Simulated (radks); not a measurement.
Polarisability of neutral ruthenium, [Kr] 4d7 5s1, at imaginary frequency. Calculated with a radial shooting solver on a logarithmic mesh with Libxc functionals: non-relativistic Kohn-Sham, LDA (Slater exchange, VWN5 correlation), spin-polarised, spherical densities, point nucleus; open shells are filled with parallel spins first (spin-orbit coupling, left out, can overturn this in heavy ions); relativity is left out, which matters for an element this heavy. Response by self-consistent Sternheimer equations with the Hartree and adiabatic LDA kernel.

w (hartree),alpha1(iw) (bohr^3)
0.00266,63.36
0.0143,62.85
0.0360,60.19
0.0697,53.26
0.118,42.24
0.186,30.57
0.280,21.11
0.413,14.37
0.605,9.657
0.892,6.292
1.35,3.841
2.12,2.085
3.59,0.9345
6.94,0.3177
17.5,0.07145

Static values: alpha1 = 63.38 bohr^3 (9.392 angstrom^3; uncoupled 105.4). C6 = 588.1, triple-dipole C9 = 25150 atomic units. One-pole (London) frequency 4 C6 / (3 alpha1^2) = 0.195 hartree, against 0.166 for minus the highest occupied eigenvalue. The dipole shielding factor is 1.000, as the force sum rule N/Z = 1.000 demands. Recommended static value: 72 bohr^3 (Schwerdtfeger and Nagle, 2023 table).
